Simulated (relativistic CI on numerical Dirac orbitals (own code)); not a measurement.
## Re3+: 4f photoemission

Computed with this model: Dirac-Coulomb-Breit CI, separate exchange-only KLI orbitals for each configuration, a model potential for QED, valence Slater integrals scaled by 0.7, multiplet model of photoemission in the sudden approximation; configurations [Xe] 4f14 5d4 → [Xe] 4f13 5d4; 300 K; Lorentzian 0.25 eV and Gaussian 0.5 eV FWHM. Energies are those of the free ion, without screening or charge transfer. The energies are binding energies and can lie tens of eV above those of solids. S is read from ⟨S²⟩ = S(S + 1).

Computed curve for free ion, scaled to 100 at the maximum (points under 2 are left out and the grid is thinned):

(Energy (eV), Intensity): (78.5, 2.0), (78.6, 2.3), (78.7, 2.8), (78.8, 3.3), (78.9, 4.1), (79.0, 5.3), (79.2, 10.3), (79.3, 15.7), (79.4, 25.1), (79.5, 39.6), (79.6, 59.0), (79.7, 79.9), (79.8, 95.6), (79.9, 100.0), (80.0, 91.2), (80.1, 73.3), (80.2, 53.1), (80.3, 36.0), (80.5, 17.1), (80.6, 13.3), (80.7, 11.8), (80.8, 11.9), (80.9, 13.1), (81.0, 14.7), (81.1, 16.1), (81.2, 17.0), (81.3, 17.3), (81.4, 17.1), (81.5, 16.6), (81.6, 16.0), (81.8, 14.9), (81.9, 14.7), (82.0, 15.1), (82.1, 16.0), (82.2, 17.6), (82.3, 19.5), (82.4, 21.8), (82.5, 24.6), (82.6, 28.6), (82.7, 34.4), (82.8, 41.4), (82.9, 47.6), (83.1, 47.4), (83.2, 40.3), (83.3, 31.2), (83.4, 22.8), (83.5, 16.4), (83.6, 12.2), (83.7, 9.6), (83.8, 8.2), (83.9, 7.4), (84.0, 7.1), (84.1, 6.9), (84.2, 6.6), (84.4, 5.5), (84.5, 4.7), (84.6, 3.9), (84.7, 3.2), (84.8, 2.7), (84.9, 2.3)

The ground state has S = 1.73, and the centroid lies at 81.23 eV.
